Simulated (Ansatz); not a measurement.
`FCO[SiH2]F` + H₂ → `F[SiH3]` + `OCF` at 298.15 K and 1 bar (hydrogenolysis of the Si–O bond).

Gas-phase electronic energies from Ansatz, PBE0-D4/def2-TZVP geometries. CBS: MP2 limit from def2 TZ/QZ plus the TZ coupled-cluster correction, frozen cores. This one scheme is used for every species. One conformer a species, not always the lowest.

| species | CCSD(T)/CBS energy (Eh) | H − E (kJ/mol) | S (J/(mol·K)) |
| --- | --- | --- | --- |
| `FCO[SiH2]F` | -604.39331 | 166.2 | 338.6 |
| H₂ | -1.17544 | 35.1 | 130.4 |
| `F[SiH3]` | -390.72345 | 82.7 | 238.5 |
| `OCF` | -214.81254 | 130.4 | 256.5 |

H − E and S are ideal-gas, rigid-rotor, harmonic terms from PBE0-D4/def2-TZVP, for one conformer and one mirror image of each species. The MP2-based limit puts H₂ 0.8 mEh under its directly extrapolated value; such offsets cancel only in part. 1 Eh = 2625.50 kJ/mol, R = 8.31446 J/(mol·K).

Question: By hand: ΔE, ΔH, ΔS and ΔG.

Answer: ΔE = (-390.72345) + (-214.81254) − (-604.39331) − (-1.17544) = 0.03276 Eh = 86.0 kJ/mol. Δ(H − E) = 82.7 + 130.4 − 166.2 − 35.1 = 11.8, so ΔH = 97.8 kJ/mol. ΔS = 238.5 + 256.5 − 338.6 − 130.4 = 26.0 J/(mol·K). ΔG = 97.8 − 298.15 × (26.0)/1000 = 90.0 kJ/mol.

Question: By hand: the equilibrium constant, and the temperature at which ΔG would vanish if ΔH and ΔS stayed fixed.

Answer: log₁₀ K = −ΔG/(RT ln 10) = -15.8. ΔG = 0 at ΔH/ΔS = 3762 K, far beyond where these terms or the molecules hold.

ΔH outweighs TΔS. A doubt of 5 kJ/mol in ΔE shifts log₁₀ K by 0.9 here. Other conformers and mirror images would add mixing entropy, several J/(mol·K) or more a flexible species. Modes under 60 cm⁻¹, often nearly free rotors, make the harmonic entropy too high. These are equilibria of isolated gas molecules and say nothing of rates. Largest T1 diagnostic: 0.012 (customary marks: 0.02 for closed shells, 0.045 for open ones).
